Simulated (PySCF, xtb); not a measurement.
disulfane (H2S2), SMILES SS.

xtb 6.7.1 with GFN2-xTB at its own geometry gives an orbital gap of 3.48 eV and a dipole moment of 1.77 D.

The structure is a stationary point at PBE0-D3(BJ)/def2-TZVP.

Problem. What does PBE/def2-TZVPD in PySCF give? (The exact figures need the calculation; the answer reports its results.)

Solution. gap 4.27 eV (levels -6.36 and -2.08 eV), dipole 1.10 D.
